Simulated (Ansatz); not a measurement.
Wavefunction ladder for C$_{2}$H$_{6}$AlNO, SMILES `[NH2][Al]1[CH2]C[O]1`

Cartesian coordinates in Å:
```
N -0.828 1.324 1.945
Al -0.324 0.436 0.513
C 0.928 -0.842 -0.248
C 0.065 -0.551 -1.498
O -0.939 0.406 -1.092
H -0.384 1.261 2.846
H -1.600 1.970 1.981
H 0.884 -1.878 0.089
H 1.973 -0.549 -0.353
H 0.658 -0.122 -2.312
H -0.432 -1.453 -1.870
```

Total charge 0; spin multiplicity 1. The geometry is a stationary point of PBE0-D4/def2-TZVP. It is one conformer, not always the lowest. Frozen core, restricted reference, Ansatz. CBS rows extrapolate triple and quadruple zeta; past MP2 they add the triple-zeta difference.

```csv
basis,HF (Eh),MP2 corr.,CCSD corr.,(T),CCSD(T) total
def2-TZVPP,-450.61389,-0.86535,-0.89435,-0.03618,-451.54442
def2-QZVPP,-450.63126,-0.92705,–,–,–
CBS(def2),-450.63365,-0.97275,-1.00175,as TZ,-451.67158
```
